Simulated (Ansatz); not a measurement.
Consider the redistribution: `[NH2][Mo](=[O])(=[O])[OH]` + `[NH2][Hf]([NH2])([F])[Cl]` → `[O]=[Mo](=[O])([OH])[Cl]` + `[NH2][Hf]([NH2])([NH2])[F]`.

Gas-phase electronic energies from Ansatz, PBE0-D4/def2-TZVP geometries. CCSD(T)/CBS adds triple-zeta CCSD(T) − MP2 to the extrapolated MP2 energy (def2 sets, frozen cores). Functionals use def2-TZVPP. B3LYP here is the variant with VWN-RPA as its local correlation; programs differ in this. HSE06 is defined as in plane-wave codes. Elements past krypton have def2 core potentials. For Hf, Mo outer-core shells are correlated without core-valence functions, which leaves a few kJ/mol of doubt a bond. Each species was taken in one conformer, which may not be the lowest.

Is it downhill or uphill in electronic energy at CCSD(T)/CBS, and by how much? (An estimate is asked.)

Ansatz gave: Uphill: ΔE = +10.5 kcal/mol.

What do these levels give: PBE-D4, B97M-V, HSE06-D4, B2PLYP, PBE-QIDH, r2SCAN, B3LYP, r2SCAN0, MP2/def2-SVP, HF/def2-TZVPP, MP2/def2-TZVPP, CCSD/def2-TZVPP? (Best estimate.)

Ansatz gave: PBE-D4 11.0, B97M-V 11.6, HSE06-D4 12.1, B2PLYP 10.3, PBE-QIDH 10.9, r2SCAN 11.9, B3LYP 11.8, r2SCAN0 12.6, MP2/def2-SVP 8.4, HF/def2-TZVPP 14.9, MP2/def2-TZVPP 7.7, CCSD/def2-TZVPP 11.9 kcal/mol.

Largest T1 diagnostic among the species: 0.025, so the coupled-cluster value is less sure than usual.

From BLYP to BHLYP (50 % exact exchange), in def2-TZVPP and without D4, ΔE moves by +2.2 kcal/mol. At CCSD(T), def2-SVP lies +1.5 kcal/mol from the extrapolated value and def2-TZVPP +0.5 kcal/mol.
